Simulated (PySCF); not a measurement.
# Stretching SeCl⁺

Set-up: Se x2c-SVPall, Cl x2c-SVPall; spin-free X2C with a Gaussian nucleus (PySCF 2.14). Energies in eV from Se⁺ + Cl in their ground configurations at the same level. State: ³Σ⁻ (triplet), unpaired electrons π ↑↑.

All columns are PBE0. A positive dipole points towards Cl; it is taken about the centre of mass and depends on that origin.

```
R (Å)  E (eV)  μ (D)  Mulliken charge on Se (basis-dependent)  HOMO (eV)  LUMO (eV)  Mayer bond order  ⟨S²⟩
1.767  -1.505   0.35                                     0.70     -14.96     -11.10              1.75  2.00
1.849  -2.380   0.05                                     0.74     -15.18     -11.32              1.71  2.00
1.932  -2.846  -0.24                                     0.76     -15.37     -11.51              1.67  2.00
1.993  -3.005  -0.45                                     0.78     -15.50     -11.65              1.65  2.00
2.055  -3.044  -0.64                                     0.79     -15.61     -11.77              1.63  2.00
2.117  -2.994  -0.83                                     0.80     -15.71     -11.88              1.61  2.00
2.199  -2.828  -1.06                                     0.81     -15.80     -12.00              1.58  2.01
2.302  -2.521  -1.32                                     0.82     -15.85     -12.13              1.53  2.01
2.425  -2.078  -1.58                                     0.83     -15.82     -12.23              1.46  2.02
2.589  -1.473  -1.86                                     0.84     -15.59     -12.27              1.29  2.08
```

A fit through these points gives, at Re = 2.048 Å, μ = -0.62 D and dμ/dR = -3.14 D/Å; the reduced mass is 24.33 u.

How strong is the fundamental in the double-harmonic approximation, I = 42.26·(dμ/dR)²/μred km/mol?

I = 42.26·(-3.14)²/24.33 = 17.1 km/mol at PBE0.

Spin–orbit coupling is left out. For an ion De counts to the pair picked by the measured ionisation energies or electron affinities, which need not be the lowest pair at this level. The state is the lowest determinant that a PBE0 search found; another state may lie lower at other levels.
